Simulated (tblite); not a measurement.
Record of a relaxation.

C4H13NO2Si.
SMILES with atom numbers: `[CH3:1][O:2][Si@:3]([NH2:4])([OH:5])[CH:6]([CH3:7])[CH3:8]` (hydrogens: H9, H10, H11 on C1; H12, H13 on N4; H14 on O5; H15 on C6; H16, H17, H18 on C7; H19, H20, H21 on C8)

Computed with GFN2-xTB (tblite), gas phase: L-BFGS steps from a force-field or distance-geometry start until the largest atomic force falls under 0.01 eV/Å. 4 of its 212 geometries are shown.

Step 0: E = -762.7572 eV, largest atomic force 2.444 eV/Å
```
atom  x, y, z in Å  |  force x, y, z in eV/Å
C1      2.594   -1.090    0.017   -0.085   0.359  -0.866
O2      1.703   -0.671    1.017   -1.114   1.405  -0.269
Si3     0.539    0.434    0.437    1.294   0.332   2.046
N4      1.298    1.484   -0.787   -0.199   1.295   1.477
O5     -0.014    1.362    1.775    0.345   0.185  -1.902
C6     -0.897   -0.563   -0.192    0.182  -1.012   0.094
C7     -1.846   -0.752    0.975    0.222   0.053   1.285
C8     -1.676    0.079   -1.285   -1.706   0.413  -1.103
H9      3.637   -0.899    0.323   -0.454  -0.104  -0.085
H10     2.317   -0.477   -0.874    0.974  -0.841   0.187
H11     2.446   -2.157   -0.211    0.097   0.297   0.182
H12     2.136    1.903   -0.306   -0.917  -0.489  -0.932
H13     0.670    2.301   -0.985    0.879  -0.999  -0.027
H14    -0.421    2.186    1.426    0.422  -0.907   0.726
H15    -0.551   -1.545   -0.563   -0.002   0.240   0.321
H16    -1.315   -1.257    1.831   -0.798   0.312  -0.864
H17    -2.770   -1.265    0.685    0.381  -0.080   0.212
H18    -2.103    0.271    1.323   -0.124  -0.774   0.038
H19    -2.571    0.561   -0.802    0.741  -0.120  -0.821
H20    -2.068   -0.733   -1.952    0.252   1.045   0.225
H21    -1.118    0.845   -1.852   -0.389  -0.610   0.077
```

Step 70: E = -763.8830 eV, largest atomic force 0.184 eV/Å
```
atom  x, y, z in Å  |  force x, y, z in eV/Å
C1      2.645   -1.097    0.155   -0.028  -0.006  -0.009
O2      1.818   -0.275    0.929   -0.053  -0.029   0.021
Si3     0.575    0.634    0.390   -0.015  -0.009  -0.029
N4      1.194    1.576   -0.921   -0.037   0.049  -0.034
O5      0.184    1.530    1.695   -0.145   0.072   0.008
C6     -0.902   -0.426   -0.216   -0.019  -0.014   0.017
C7     -1.805   -0.816    0.955   -0.003  -0.009   0.037
C8     -1.763    0.217   -1.303    0.019  -0.016  -0.005
H9      3.619   -1.147    0.643   -0.005   0.002  -0.023
H10     2.756   -0.705   -0.858    0.041   0.029   0.040
H11     2.223   -2.103    0.091   -0.011  -0.023   0.031
H12     2.052    2.063   -0.715    0.022   0.014  -0.046
H13     0.577    2.193   -1.425   -0.008  -0.035   0.040
H14    -0.624    1.349    2.173    0.178  -0.043  -0.019
H15    -0.491   -1.353   -0.631   -0.040   0.005  -0.021
H16    -1.234   -1.279    1.756    0.043  -0.038   0.028
H17    -2.573   -1.519    0.633    0.001  -0.002  -0.002
H18    -2.306    0.063    1.359   -0.029   0.004  -0.011
H19    -2.191    1.158   -0.953    0.077  -0.047  -0.038
H20    -2.589   -0.449   -1.562    0.060   0.061  -0.035
H21    -1.175    0.406   -2.198   -0.048   0.033   0.050
```

Step 141: E = -763.9725 eV, largest atomic force 0.044 eV/Å
```
atom  x, y, z in Å  |  force x, y, z in eV/Å
C1      2.556   -1.112    0.340    0.011  -0.002  -0.001
O2      1.744   -0.176    0.988    0.012  -0.003   0.003
Si3     0.528    0.688    0.316   -0.003   0.018   0.019
N4      1.136    1.577   -1.034    0.004  -0.008  -0.004
O5      0.048    1.658    1.538    0.014   0.005   0.028
C6     -0.904   -0.422   -0.296   -0.022  -0.008   0.002
C7     -1.744   -0.911    0.884   -0.014  -0.004   0.011
C8     -1.808    0.271   -1.313   -0.016   0.012  -0.016
H9      3.425   -1.297    0.971   -0.009  -0.010   0.017
H10     2.886   -0.737   -0.630    0.001   0.011  -0.017
H11     2.014   -2.048    0.187   -0.001  -0.006   0.009
H12     1.974    2.116   -0.877    0.011   0.000  -0.002
H13     0.483    2.131   -1.562   -0.012   0.008  -0.007
H14     0.118    1.341    2.436   -0.006   0.007  -0.043
H15    -0.482   -1.304   -0.789    0.000  -0.014   0.004
H16    -1.131   -1.448    1.605    0.002   0.001  -0.009
H17    -2.538   -1.577    0.545    0.012  -0.012  -0.004
H18    -2.206   -0.065    1.389    0.001  -0.004   0.003
H19    -2.210    1.194   -0.901    0.002   0.001   0.025
H20    -2.644   -0.373   -1.583    0.000  -0.008  -0.004
H21    -1.255    0.509   -2.217    0.012   0.014  -0.014
```

Step 211: E = -763.9835 eV, largest atomic force 0.009 eV/Å
```
atom  x, y, z in Å  |  force x, y, z in eV/Å
C1      2.456   -1.137    0.506    0.005   0.002   0.001
O2      1.687   -0.090    1.024   -0.002  -0.005  -0.005
Si3     0.536    0.754    0.225   -0.003   0.001   0.000
N4      1.223    1.512   -1.166    0.003  -0.003  -0.001
O5      0.028    1.835    1.338    0.001  -0.007  -0.001
C6     -0.889   -0.371   -0.374   -0.003  -0.001  -0.002
C7     -1.545   -1.096    0.803   -0.003   0.004   0.003
C8     -1.951    0.396   -1.160   -0.002   0.005  -0.002
H9      3.152   -1.454    1.283    0.004   0.007   0.003
H10     3.013   -0.808   -0.373    0.001  -0.005   0.002
H11     1.822   -1.980    0.223    0.001  -0.002   0.002
H12     2.095    2.002   -1.032   -0.009   0.002   0.001
H13     0.616    2.073   -1.741    0.004  -0.001   0.002
H14     0.018    1.581    2.257    0.002   0.001  -0.003
H15    -0.480   -1.135   -1.044    0.005  -0.003  -0.001
H16    -0.810   -1.663    1.371   -0.004   0.002  -0.003
H17    -2.313   -1.786    0.451    0.002  -0.003   0.003
H18    -2.015   -0.379    1.473   -0.001  -0.001  -0.004
H19    -2.361    1.202   -0.556    0.005  -0.003   0.002
H20    -2.767   -0.266   -1.449   -0.001   0.005   0.000
H21    -1.524    0.826   -2.062   -0.005   0.003   0.002
```

Task: Summarise the path.

Result: The energy falls by 1.2264 eV from step 0 to step 211; nine tenths of that is first reached at step 63. It rises by more than 0.2 meV at step 66. The largest force goes from 2.444 to 0.009 eV/Å. Among the bonds Si3–O5 changes most, from 1.720 to 1.633 Å; the atoms move by 0.718 Å rms after alignment.

Task: Follow the three bonds and two angles with the largest change from start to end.

Result: 
```
step  E above end (eV)  largest force (eV/Å)  Si3–O5 (Å)  O2–Si3 (Å)  Si3–C6 (Å)  C1–O2–Si3 (°)  Si3–N4–H12 (°)
   0            1.2264                 2.444       1.720       1.707       1.858          112.5           105.1
   9            0.4555                 0.300       1.646       1.628       1.928          119.7           115.2
  18            0.3004                 0.200       1.633       1.633       1.927          124.4           112.5
  28            0.2054                 0.178       1.628       1.622       1.919          127.7           116.4
  37            0.1705                 0.201       1.631       1.627       1.923          127.1           118.8
  46            0.1459                 0.110       1.631       1.623       1.916          127.4           117.1
  55            0.1379                 0.054       1.632       1.624       1.915          127.2           117.1
  64            0.1201                 0.173       1.632       1.630       1.915          126.2           116.4
  73            0.0914                 0.135       1.630       1.632       1.911          125.9           114.1
  83            0.0482                 0.229       1.631       1.634       1.915          126.9           118.8
  92            0.0283                 0.074       1.632       1.634       1.912          127.1           115.8
 101            0.0194                 0.048       1.632       1.636       1.917          126.4           116.2
 110            0.0158                 0.058       1.633       1.636       1.914          127.3           116.7
 119            0.0137                 0.073       1.634       1.637       1.915          127.3           116.6
 128            0.0125                 0.040       1.633       1.636       1.915          126.9           116.5
 138            0.0115                 0.035       1.633       1.636       1.914          126.7           116.5
 147            0.0096                 0.030       1.632       1.636       1.915          126.3           116.4
 156            0.0086                 0.053       1.632       1.637       1.914          126.1           116.4
 165            0.0059                 0.064       1.633       1.637       1.912          126.2           116.9
 174            0.0043                 0.062       1.634       1.637       1.912          126.3           116.8
 183            0.0015                 0.015       1.633       1.636       1.913          127.2           116.6
 193            0.0010                 0.019       1.633       1.635       1.911          127.0           116.4
 202            0.0004                 0.015       1.633       1.636       1.912          126.5           116.5
 211            0.0000                 0.009       1.633       1.636       1.912          126.3           116.7
```

The cost below is that of the whole relaxation. On one thread of an Arm Neoverse N1, shared host with 64 logical CPUs at a one-minute load of 59, this took 3.0 s.
